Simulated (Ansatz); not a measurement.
`F[SiH2]S[SiH3]` → `[SiH3][S]`• + `F[SiH2]`• at 298.15 K and 1 bar (homolysis of the S–Si bond).

Calculated with Ansatz (gas phase, PBE0-D4/def2-TZVP geometries, no zero-point term in ΔE). CCSD(T)/CBS is frozen-core, at the limit of the def2 triple- and quadruple-zeta sets. No spin–orbit coupling; open shells (•) take unrestricted orbitals. Each species was taken in one conformer, which may not be the lowest.

| species | CCSD(T)/CBS energy (Eh) | H − E (kJ/mol) | S (J/(mol·K)) |
| --- | --- | --- | --- |
| `F[SiH2]S[SiH3]` | -1078.83675 | 145.7 | 355.0 |
| `[SiH3][S]`• | -688.61908 | 77.4 | 259.5 |
| `F[SiH2]`• | -390.06180 | 56.7 | 249.9 |

H − E and S are ideal-gas, rigid-rotor, harmonic terms from PBE0-D4/def2-TZVP, for one conformer and one mirror image of each species, with the whole ground term of open shells counted as degenerate. 1 Eh = 2625.50 kJ/mol, R = 8.31446 J/(mol·K).

Problem. By hand: ΔE, ΔH, ΔS and ΔG.

Solution. ΔE = (-688.61908) + (-390.06180) − (-1078.83675) = 0.15587 Eh = 409.2 kJ/mol. Δ(H − E) = 77.4 + 56.7 − 145.7 = -11.6, so ΔH = 397.6 kJ/mol. ΔS = 259.5 + 249.9 − 355.0 = 154.4 J/(mol·K). ΔG = 397.6 − 298.15 × (154.4)/1000 = 351.6 kJ/mol.

Problem. By hand: the equilibrium constant, and the temperature at which ΔG would vanish if ΔH and ΔS stayed fixed.

Solution. log₁₀ K = −ΔG/(RT ln 10) = -61.6. ΔG = 0 at ΔH/ΔS = 2575 K, far beyond where these terms or the molecules hold.

The number of gas molecules changes by +1, which sets the sign of ΔS. A doubt of 5 kJ/mol in ΔE shifts log₁₀ K by 0.9 here. Other conformers and mirror images would add mixing entropy, several J/(mol·K) or more a flexible species. Modes under 60 cm⁻¹, often nearly free rotors, make the harmonic entropy too high. These are equilibria of isolated gas molecules and say nothing of rates. Largest T1 diagnostic: 0.014 (customary marks: 0.02 for closed shells, 0.045 for open ones).
